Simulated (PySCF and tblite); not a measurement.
The numbers below are computed, except where a source is named.
Stationary points of C₅H₉NSe₂ at GFN2-xTB, in Å:

Structure A

```
 1 C     3.119    0.608    0.689
 2 C     1.708    0.683    0.145
 3 Se    1.339   -0.893   -1.020
 4 Se   -0.474   -0.180   -2.214
 5 C    -1.988   -1.108   -1.289
 6 C    -2.699   -0.242   -0.251
 7 C    -1.843    0.050    0.868
 8 N    -1.143    0.272    1.744
 9 H     3.251   -0.288    1.294
10 H     3.314    1.478    1.314
11 H     3.847    0.589   -0.120
12 H     1.568    1.565   -0.481
13 H     0.968    0.678    0.945
14 H    -2.685   -1.389   -2.079
15 H    -1.571   -2.009   -0.837
16 H    -3.018    0.704   -0.700
17 H    -3.585   -0.768    0.120
```

Structure B

```
 1 C     2.863    0.416    0.829
 2 C     1.519   -0.009    0.272
 3 Se    1.508    0.303   -1.689
 4 Se   -0.661   -0.313   -2.395
 5 C    -1.605   -1.022   -0.790
 6 C    -2.586   -0.020   -0.181
 7 C    -1.903    1.057    0.486
 8 N    -1.328    1.885    1.025
 9 H     3.671   -0.150    0.370
10 H     2.880    0.242    1.903
11 H     3.033    1.475    0.646
12 H     0.713    0.579    0.710
13 H     1.351   -1.075    0.441
14 H    -2.148   -1.895   -1.154
15 H    -0.860   -1.345   -0.064
16 H    -3.227    0.402   -0.961
17 H    -3.220   -0.529    0.553
```

Structure C

```
 1 C     3.026    0.722    0.507
 2 C     1.760   -0.093    0.354
 3 Se    0.834    0.372   -1.346
 4 Se   -0.359   -1.524   -1.763
 5 C    -2.129   -1.224   -0.843
 6 C    -2.470    0.241   -0.603
 7 C    -1.758    0.751    0.542
 8 N    -1.203    1.114    1.474
 9 H     3.707    0.540   -0.323
10 H     3.526    0.448    1.434
11 H     2.795    1.785    0.541
12 H     1.056    0.108    1.163
13 H     1.973   -1.162    0.304
14 H    -2.860   -1.684   -1.508
15 H    -2.099   -1.778    0.096
16 H    -2.219    0.848   -1.479
17 H    -3.543    0.340   -0.407
```

The path came from a restrained scan, a climbing-image band and a saddle search at GFN2-xTB; energies are revPBE/pcSseg-1 + D3(BJ), IEF-PCM benzene//GFN2-xTB, thermal terms GFN2-xTB.

Q: Which structure is a saddle point, and along which motion?

A: B: one imaginary mode (69i cm⁻¹ at GFN2-xTB, mostly on Se3, Se4, C2), along the rotation about the Se3–Se4 bond (torsion C2–Se3–Se4–C5 from -102° to 90°, rising).

Q: Give their symmetry and energies above the lowest.

A: A C1, 0.0 kcal/mol; B C1, 9.3 kcal/mol; C C1, 0.6 kcal/mol.

Spin–orbit effects of heavy atoms on shieldings are missing.
